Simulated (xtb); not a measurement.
A geometry relaxed with GFN2-xTB in xtb 6.7.1, charge 0, multiplicity 1:

```xyz
17

H      2.9721    -0.7964     1.0044
H      2.9802    -0.9686    -0.7552
C     -2.9710    -0.0974     0.0211
H     -3.0147    -0.8049    -0.8072
C     -1.7054     0.7388    -0.0432
H     -3.8501     0.5432    -0.0357
C      1.7414     0.6503    -0.0309
H      1.7503     1.2108    -0.9669
I     -0.0430    -1.9925    -1.9058
C      2.9620    -0.2479     0.0625
Ge    -0.0094    -0.3587     0.0413
H     -1.6728     1.4471     0.7864
H      3.8731     0.3461     0.0086
H     -3.0214    -0.6578     0.9548
I     -0.0526    -1.6965     2.2021
H     -1.6724     1.3127    -0.9709
H      1.7337     1.3717     0.7876
```

Write the SMILES of this molecule.

`C[CH2][Ge]([I])([I])[CH2]C`
